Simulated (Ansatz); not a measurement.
Species: sum formula Si2N2H7 (charge 0, doublet). It need not be the lowest isomer of its formula. 
Structure (B3LYP-D3(BJ)/def2-TZVP (Ansatz, a program for electronic structure) minimum search):
```xyz
11

N     -1.1924     2.0974     0.8342
Si    -0.6525     0.4742     0.8448
N      0.2409    -0.0766    -0.5209
Si     1.1255    -1.4565    -1.0369
H     -1.8706     2.4178     0.1605
H     -0.5727     2.8434     1.1083
H      0.1876     0.3294     2.0588
H     -1.8419    -0.4151     0.8728
H      2.3891    -0.9958    -1.6624
H      1.4599    -2.4445     0.0219
H      0.2871    -2.1278    -2.0634
```
Charge 0, spin multiplicity 2.

Parts of the frozen-core correlation energy in cc-pV(D+d)Z (Ansatz, hartree). Frozen orbitals: 12; correlated occupied orbitals by spin: 13 and 12; virtual: 84 and 85. UHF or UKS for open shells. Spin-orbit coupling is left out. Non-relativistic.

| term | value |
|---|---|
| reference (HF) | -690.87656 |
| MP2 opposite-spin | -0.39459 |
| MP2 same-spin | -0.10775 |
| CCSD correlation | -0.56590 |
| (T) | -0.01396 |
| T1 diagnostic | 0.016 |
| largest doubles amplitude | 0.028 |
| <S^2> of the reference | 0.759 |
